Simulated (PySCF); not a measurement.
C7H15NOSi.
Geometry (PBE0-D3(BJ)/def2-SVP, Å), atoms numbered from 1 in this order:
```
atom  x, y, z in Å
C1    -0.1384    3.0444   -0.1675
C2    -0.4115    1.9653   -0.9109
Si3    0.0374    0.2215   -0.4278
N4    -1.3582   -0.7830   -0.1930
C5    -2.1974   -0.5931    0.9599
C6    -1.9879   -1.4599   -1.2974
C7     1.3028    0.0656    0.9600
C8     2.5717   -0.2488    0.1472
C9     2.1553   -1.0523   -1.0873
O10    0.9873   -0.4712   -1.6333
H11    0.4061    2.9707    0.7813
H12   -0.4410    4.0551   -0.4648
H13   -0.9633    2.1175   -1.8490
H14   -3.0881    0.0359    0.7535
H15   -1.6365   -0.1072    1.7751
H16   -2.5644   -1.5616    1.3496
H17   -1.2661   -1.5919   -2.1164
H18   -2.8695   -0.9154   -1.6955
H19   -2.3379   -2.4652   -0.9949
H20    1.4315    0.9406    1.6133
H21    1.0199   -0.7872    1.5996
H22    3.3315   -0.7893    0.7351
H23    3.0322    0.6956   -0.1881
H24    2.9454   -1.0554   -1.8556
H25    1.9603   -2.1070   -0.8098
```

Theory: TDDFT B3LYP/def2-SVPD, vertical, gas phase, core orbitals frozen in the response (PySCF).

Frontier orbitals with the atoms that hold most of them (Löwdin shares over 4%, at most four atoms; ? is withheld):

```
orbital  ε (eV)                            atoms
 HOMO-3   -8.17  C7 30%, O10 19%, Si3 15%, C8 8%
 HOMO-2   -7.89  C2 29%, C1 27%, O10 14%, Si3 6%
 HOMO-1   -7.36                                ?
   HOMO   -5.93                                ?
   LUMO   -0.55   C1 38%, C2 33%, Si3 7%, H12 5%
 LUMO+1    0.36      C5 9%, C1 9%, C7 7%, Si3 6%
 LUMO+2    0.74   C8 12%, C5 10%, H22 10%, C9 8%
```

Problem. Give the leading atoms of the HOMO.

Solution. N4 (bonded to 2 C and Si) 53%; C6 (bonded to N and 3 H) 9%; C5 (bonded to N and 3 H) 8%; Si3 (bonded to 2 C, N and O) 5%. By element: nitrogen 53%, carbon 17% or more, silicon 5%.

Problem. Which atoms hold the HOMO-1, and with what shares?

Solution. O10 (bonded to C and Si) 40%; C2 (bonded to C, Si and H) 14%; C1 (bonded to C and 2 H) 12%; C9 (bonded to C, O and 2 H) 10%. By element: oxygen 40%, carbon 36% or more.

Problem. How does S1 compare with the orbital gap of 5.39 eV?

Solution. S1 is at 4.59 eV (f = 0.040), 0.80 eV below the gap, made of HOMO→LUMO (98%). 

Problem. One configuration dominates each of S1, S2 and S5. Which, and how do the shares of the two leading atoms of either orbital change from the occupied to the empty one?

Solution. 
- S1 (4.59 eV, f 0.040), HOMO→LUMO (98%): N4 53% → at most 6%, C6 9% → at most 6%, C1 at most 6% → 38%, C2 at most 6% → 33%
- S2 (5.47 eV, f 0.0083), HOMO→LUMO+1 (90%): N4 53% → at most 7%, C6 9% → at most 7%, C5 8% → 9%, C1 at most 6% → 9%
- S5 (6.03 eV, f 0.040), HOMO-1→LUMO (80%): O10 40% → at most 6%, C2 14% → 33%, C1 12% → 38%

Löwdin shares depend on the basis, the more so with diffuse functions.

One conformer stands for the species.
